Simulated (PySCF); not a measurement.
SMILES C#C/C=C\c1ccco1 (C8H6O) at its GFN2-xTB optimised geometry (Å):

```
15

C      0.1797     2.6088     0.0047
C      0.9347     1.6729     0.0014
C      1.8661     0.6224    -0.0001
C      1.5506    -0.6844    -0.0007
C      0.2270    -1.2356    -0.0001
C     -0.1615    -2.5577     0.0000
C     -1.5709    -2.5577     0.0000
C     -1.9421    -1.2457     0.0000
O     -0.8699    -0.4440    -0.0001
H     -0.4952     3.4116     0.0062
H      2.9059     0.9240    -0.0001
H      2.3406    -1.4221    -0.0015
H      0.4851    -3.4116     0.0001
H     -2.2187    -3.4103    -0.0001
H     -2.9059    -0.7760     0.0000
```

Computed with PySCF with PBE0/def2-TZVP. Cells within 0.4 Å of a nucleus heavier than hydrogen are left out (blank, or x).

Map of the electron localisation function on the plane z = 0.0 Å:

```
|000000000000000000000000000|
|000000000000000000000000000|
|000000000014420000000000000|
|000000000189973110000000000|
|000000000599996332000000000|
|000000000599997654200000000|
|0000000002899x2776200000000|
|0000000001476xx886200000000|
|000000000025768665101210000|
|000000000003787xx7348981000|
|000000000000376288699995000|
|00000000002101478xx99996000|
|00001640027850025xx89983000|
|000189960389820279732210000|
|0005999945xx7446xx520000000|
|0006999934868339xx885000000|
|00028998xx434xx868999800000|
|000013345840585327999910000|
|000000038646477202999800000|
|000000145xx9xx5400167100000|
|000002799458459960000000000|
|000007999954599993000000000|
|000007999920399995000000000|
|000004999700189992000000000|
|000000377200027720000000000|
|000000000000000000000000000|
|000000000000000000000000000|
```
Scale: ten equal steps from 0.000 (start of '0') to 1.000 (end of '9'), in the order '0123456789'; x runs from -5.50 to 5.50, y from -5.50 (bottom) to 5.50 (top).
